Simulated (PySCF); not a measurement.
This PySCF input asks for the NMR shieldings of SMILES [SiH2](/N=C\C[C@H](C)N)O, C₄H₁₂N₂OSi; the geometry comes from GFN2-xTB.

```python
import basis_set_exchange as bse
import numpy as np
from pyscf import gto, dft
from pyscf.prop import nmr

atoms = """
C    -2.356858    0.381451    0.275661
C    -0.957052    0.932114   -0.015709
N    -0.506850    0.644001   -1.374979
C     0.088311    0.394649    0.981504
C     0.311285   -1.086493    0.825857
N     1.229234   -1.655177    0.199516
Si    2.560342   -1.036433   -0.736474
O     2.260771    0.360334   -1.510177
H    -2.378463   -0.698225    0.139969
H    -3.084762    0.827230   -0.401033
H    -2.654654    0.610593    1.295573
H    -0.980708    2.025016    0.083037
H    -0.571469   -0.354907   -1.551106
H    -1.094109    1.118223   -2.052161
H    -0.255823    0.604695    1.995577
H     1.031292    0.912583    0.807596
H    -0.434160   -1.720377    1.316744
H     3.682302   -0.791072    0.161673
H     2.769486   -2.112235   -1.701800
H     1.336737    0.654708   -1.587165
"""
names = dict.fromkeys(["C", "N", "Si", "O", "H"], "pcSseg-1")
basis = {el: gto.basis.parse(bse.get_basis(n, elements=[el], fmt="nwchem")) for el, n in names.items()}
mol = gto.M(atom=atoms, basis=basis, charge=0, verbose=0)
mf = dft.RKS(mol, xc="PBE0")
mf.grids.level = 2
mf.grids.alignment = dft.numint.BLKSIZE   # the property module wants whole blocks of grid points
mf.conv_tol = 1e-9
mf.kernel()

calc = nmr.RKS(mf)   # GIAO
C = mf.mo_coeff
Co = C[:, mf.mo_occ > 0]
resp = mf.gen_response(singlet=True, hermi=2)
def vind(x):   # induced exchange potential for any number of trial vectors
    d = np.einsum("pi,xij,qj->xpq", C, 2 * x.reshape(-1, C.shape[1], Co.shape[1]), Co, optimize=True)
    return np.einsum("xpq,pi,qj->xij", resp(d - d.transpose(0, 2, 1)), C, Co, optimize=True).ravel()
mo1, _ = nmr.rhf.solve_mo1(calc, with_cphf=vind)
sigma = calc.kernel(mo1)
for i, s in enumerate(sigma):   # ppm
    print("%2d %-2s %9.2f" % (i, mol.atom_pure_symbol(i), np.trace(s) / 3))
```

Problem. Give the expected output.

Solution. 
```
 0 C     158.56
 1 C     137.77
 2 N     202.85
 3 C     135.19
 4 C       6.16
 5 N    -164.12
 6 Si    390.38
 7 O     275.58
 8 H      30.36
 9 H      30.41
10 H      30.19
11 H      28.61
12 H      31.13
13 H      30.22
14 H      29.16
15 H      29.11
16 H      22.66
17 H      26.45
18 H      26.07
19 H      25.35
```

These numbers come from an equivalent density-fitted implementation of the same equations, which agrees with the script to about 0.01 ppm for H and up to a few tenths of a ppm for heavy atoms, so last digits may differ.

Problem. Turn these shieldings into chemical shifts. Shifts are taken against calculated references (same method and geometry level): TMS for 13C (σ = 186.93 ppm), 29Si (σ = 349.16 ppm), 1H (σ = 31.72 ppm); 15N (σ = 267.73 ppm) vs NH3; 17O (σ = 336.08 ppm) against H2O.

Solution. Averaging equivalent atoms: C 4: 180.8; C 3: 51.7; C 1: 49.2; C 0: 28.4; N 5: 431.8; N 2: 64.9; Si 6: -41.2; O 7: 60.5; H 16: 9.06; H 19: 6.36; H 18: 5.65; H 17: 5.27; H 11: 3.11; H 15: 2.61; H 14: 2.55; H 8/9/10: 1.40; H 12/13: 1.04 ppm. Experimental scales use liquid or dissolved standards, which lie at an offset from isolated NH3 (liquid NH3: subtract about 20 ppm) and H2O (liquid H2O: subtract about 36 ppm). Unscaled 15N shifts of sp2 nitrogen come out 20 to 40 ppm too high even then.

Size and cost of the density-fitted run: 203 basis functions, 41 s wall time on 1 thread of an Arm Neoverse V2, shared host; peak memory 0.94 GiB.
